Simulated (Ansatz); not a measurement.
CH$_{6}$BClSn (`[BH2][SnH2][CH2]Cl`), relaxed with RKS PBE-D4/def2-SVP in Ansatz from a rough embedded geometry. The force threshold is 0.03 eV/Å; the program also tests the step.

Charge 0, multiplicity 1. Sn takes the def2 core potential.

Start:

```xyz
10

B    -1.931   -0.351    0.062
Sn   -0.053    0.442    0.756
C     1.431    0.028   -0.697
Cl    1.672   -1.764   -0.952
H    -2.565   -1.188    0.670
H    -2.451    0.036   -1.000
H     0.397   -0.341    2.256
H    -0.147    2.146    0.968
H     1.202    0.535   -1.698
H     2.445    0.457   -0.365
```

| step | energy (eV) | largest force (eV/Å) | largest move (Å) |
| --- | --- | --- | --- |
| 1 | -20149.6236 | 1.716 | 0.000 |
| 2 | -20149.7954 | 0.364 | 0.195 |
| 3 | -20149.8293 | 0.159 | 0.071 |
| 4 | -20149.8358 | 0.081 | 0.044 |
| 5 | -20149.8387 | 0.069 | 0.056 |
| 6 | -20149.8468 | 0.103 | 0.195 |
| 7 | -20149.8545 | 0.241 | 0.195 |
| 8 | -20149.8672 | 0.339 | 0.198 |
| 9 | -20149.8999 | 0.285 | 0.196 |
| 10 | -20149.9566 | 0.294 | 0.194 |
| 11 | -20150.0266 | 0.301 | 0.169 |
| 12 | -20150.0895 | 0.498 | 0.195 |
| 13 | -20150.0901 | 0.407 | 0.124 |
| 14 | -20150.1217 | 0.106 | 0.065 |
| 15 | -20150.1376 | 0.126 | 0.200 |
| 16 (rejected) | -20150.0896 | 0.379 | 0.200 |
| 17 | -20150.1449 | 0.036 | 0.100 |
| 18 | -20150.1465 | 0.127 | 0.099 |
| 19 | -20150.1477 | 0.086 | 0.024 |
| 20 | -20150.1488 | 0.011 | 0.038 |
| 21 | -20150.1492 | 0.013 | 0.045 |
| 22 | -20150.1493 | 0.021 | 0.037 |

End:

```xyz
10

B    -1.500   -0.698   -0.164
Sn   -0.124    0.721    0.982
C     1.337    0.046   -0.591
Cl    0.145   -1.084   -1.454
H    -1.732   -1.780    0.340
H    -2.332   -0.201   -0.899
H     0.575    0.355    2.529
H    -0.219    2.453    0.889
H     1.664    0.780   -1.352
H     2.187   -0.592   -0.280
```

It took 26 s on 4 threads of a server CPU on a shared host, with 0.16 GiB of host memory at the peak.
